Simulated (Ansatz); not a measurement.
Consider the ligand exchange at the Si–O bond: `C[SiH](O)Cl` + `S[SiH2]Cl` → `C[SiH](Cl)S[SiH2]Cl` + H₂O.

Computed with Ansatz on PBE0-D4/def2-TZVP structures; ΔE is electronic, products minus reactants. CCSD(T)/CBS adds triple-zeta CCSD(T) − MP2 to the extrapolated MP2 energy (def2 sets, frozen cores). This one scheme is used for every species. Functionals use def2-TZVPP. B3LYP here is the variant with VWN-RPA as its local correlation; programs differ in this. One conformer a species, not always the lowest.

```csv
level,ΔE (kJ/mol)
r2SCAN-D4,34.8
B2PLYP,44.8
PBE0,35.0
B3LYP,52.1
HF/def2-TZVPP,62.3
HF/def2-QZVPP,63.2
HF/CBS(def2),63.3
CCSD/CBS(def2),34.8
```

Problem. What does CCSD(T)/CBS give? (Estimate.)

Solution. Computed: +29.7 kJ/mol. The listed levels differ from it by 5.1, 15.1, 5.3, 22.4, 32.6, 33.5, 33.6, 5.1 kJ/mol.

Largest T1 diagnostic among the species: 0.010.

In def2-TZVPP, CCSD(T) changes the Hartree–Fock value by −26.1 kJ/mol (the triples alone add −5.1 kJ/mol) and MP2 by −33.4 kJ/mol. The D4 term adds −18.6 kJ/mol with B3LYP and −10.6 kJ/mol with PBE0; it sums over pairs of atoms, weighted by their polarisabilities, and B3LYP, whose exchange is more repulsive, gets the larger term.
